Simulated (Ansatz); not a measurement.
A structure relaxed at PBE0-D4/def2-TZVP, charge 0, multiplicity 1:

```json
{"atom": "N1", "x (Å)": "-1.322", "y (Å)": "1.571", "z (Å)": "-0.211"}
{"atom": "Al2", "x (Å)": "-1.247", "y (Å)": "-0.190", "z (Å)": "-0.046"}
{"atom": "Si3", "x (Å)": "0.997", "y (Å)": "-1.141", "z (Å)": "0.326"}
{"atom": "O4", "x (Å)": "2.201", "y (Å)": "-0.004", "z (Å)": "0.139"}
{"atom": "H5", "x (Å)": "-2.161", "y (Å)": "2.105", "z (Å)": "-0.374"}
{"atom": "H6", "x (Å)": "-0.534", "y (Å)": "2.189", "z (Å)": "-0.098"}
{"atom": "H7", "x (Å)": "-2.613", "y (Å)": "-0.991", "z (Å)": "-0.174"}
{"atom": "H8", "x (Å)": "1.250", "y (Å)": "-2.318", "z (Å)": "-0.565"}
{"atom": "H9", "x (Å)": "1.168", "y (Å)": "-1.638", "z (Å)": "1.720"}
{"atom": "H10", "x (Å)": "2.261", "y (Å)": "0.416", "z (Å)": "-0.719"}
```

**Question.** Give its formula and SMILES.

**Answer.** AlH6NOSi, `[NH2][AlH][SiH2]O`.

**Question.** Summarise the bond lengths by kind.

**Answer.** 1 × Al–N 1.771 Å; 2 × H–N 1.008 Å; 1 × Al–Si 2.466 Å; 1 × Al–H 1.589 Å; 1 × O–Si 1.666 Å; 2 × H–Si 1.490 to 1.498 Å; 1 × H–O 0.958 Å.

Computed with Ansatz.
